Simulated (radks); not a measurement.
The potassium anion K-, [Ar] 4s2, held by a Watson sphere: a shell of charge +1 at radius R that stands for the Madelung well of a crystal (potential energy -1/R inside, -1/r outside, in hartree with lengths in bohr). Calculated with a radial shooting solver on a logarithmic mesh with Libxc functionals: scalar-relativistic Kohn-Sham, r2SCAN, spin-polarised, spherical densities, finite nucleus; meta-GGA in the generalised Kohn-Sham scheme; Fermi nuclear charge, rms radius of each element as measured or else 0.836 A^(1/3) + 0.57 fm.

| R (bohr) | e(3s) (eV) | e(3p) (eV) | e(4s) (eV) | <r> 4s (bohr) | sum of <r^2> (bohr^2) | X-ray form factor at sin(theta)/lambda = 0.1 1/angstrom |
|---|---|---|---|---|---|---|
| 2.23 | -40.414 | -23.107 | -3.673 | 4.262 | 60.99 | 17.047 |
| 3.41 | -37.576 | -20.310 | -3.489 | 4.517 | 66.16 | 16.935 |
| 3.79 | -37.126 | -19.853 | -3.386 | 4.641 | 68.65 | 16.896 |
| 4.4 | -36.648 | -19.364 | -3.203 | 4.854 | 73.11 | 16.838 |
| 4.44 | -36.624 | -19.339 | -3.191 | 4.868 | 73.41 | 16.835 |
| 4.73 | -36.471 | -19.182 | -3.101 | 4.970 | 75.65 | 16.811 |
| 4.87 | -36.408 | -19.117 | -3.058 | 5.019 | 76.75 | 16.800 |
| 5 | -36.354 | -19.062 | -3.018 | 5.064 | 77.78 | 16.791 |
| 5.02 | -36.346 | -19.054 | -3.011 | 5.071 | 77.94 | 16.789 |
